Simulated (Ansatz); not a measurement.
System: C2H3F3O, charge 0, multiplicity 1. SMILES: C(O)C(F)(F)F
Structure (B3LYP-D3(BJ)/def2-TZVP (Ansatz, a program for electronic structure) minimum search):
```
C
H 1 1.0892
H 1 1.0952 2 108.77
O 1 1.4046 2 107.55 3 -122.70
H 4 0.9643 1 109.09 2 177.40
C 1 1.5199 2 107.94 3 116.06
F 6 1.3404 1 112.73 2 56.68
F 6 1.3472 7 107.86 1 122.29
F 6 1.3541 7 107.25 8 115.54
```

Parts of the frozen-core correlation energy in cc-pwCVTZ (Ansatz, hartree). Frozen orbitals: 6; correlated occupied orbitals by spin: 19 and 19; virtual: 275 and 275. Spin-orbit coupling is left out. Non-relativistic.

```csv
term,value
reference (HF),-450.84486
MP2 opposite-spin,-1.00019
MP2 same-spin,[?]
CCSD correlation,[?]
(T),[?]
T1 diagnostic,0.011
largest doubles amplitude,0.015
```

### Question
Fill in the missing entries.

### Answer

- MP2 same-spin, value: -0.34797
- CCSD correlation, value: -1.35811
- (T), value: -0.04701
